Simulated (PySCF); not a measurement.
Run record: geometry optimisation, BiH2Et (`C[CH2][BiH2]`).

Computed with PBE0-D3(BJ)/def2-SVP geometry optimisation, gas phase, def2 core potentials past Kr (PySCF 2.14.0). Start geometry: GFN2-xTB. A driver script takes a list of jobs; this job's settings line and coordinates (Å) are shown.

Input:
```
{"job": {"xc": "PBE0", "basis": "def2-SVP", "d3": "d3bj", "grid": 1, "maxiter": 30, "shake": 0.03, "kind": "geom"}, "charge": 0, "multiplicity": 1}
Bi     1.122570     1.380150     0.776430
H      2.491870     1.411660    -0.271130
H      0.321950     2.678330    -0.349790
C      0.201890    -0.254700    -0.422700
C     -0.959120    -1.007850     0.375700
H      0.880740    -0.931860    -0.710300
H     -0.306970     0.147790    -1.311870
H     -1.349300    -1.785330    -0.181500
H     -0.520910    -1.398310     1.368400
H     -1.758070    -0.316630     0.731170
```

Output:
```
step   0  E = -294.84545020  max force = 0.104057
step   1  E = -294.86564292  max force = 0.012940
step   2  E = -294.86721126  max force = 0.005196
step   3  E = -294.86754419  max force = 0.002234
step   4  E = -294.86760310  max force = 0.000687
step   5  E = -294.86764923  max force = 0.001225
step   6  E = -294.86777526  max force = 0.003175
step   7  E = -294.86792410  max force = 0.004507
step   8  E = -294.86811351  max force = 0.003834
step   9  E = -294.86829966  max force = 0.001398
step  10  E = -294.86834903  max force = 0.000864
step  11  E = -294.86836005  max force = 0.000638
step  12  E = -294.86836398  max force = 0.000224
optimisation converged
```

Energies in Eh; «max force» is the largest Cartesian gradient component in Eh/bohr.

Q: Give the first gradient maximum in eV/Å.

A: With 1 Eh/bohr = 51.422 eV/Å, 5.351 eV/Å.

Q: How much energy does the optimisation release, in eV?

A: E(step 0) − E(last step) = 0.022914 Eh, which is 0.624 eV.

Summary of the converged run: final energy -294.86836 Eh after 12 steps; dipole 0.96 D.

The run took 35 s wall on an Arm Neoverse V2 with one thread, shared host, and the process peaked at 0.35 GiB of memory.
Labels such as C1 count atoms from 1, the log's own numbers from 0.
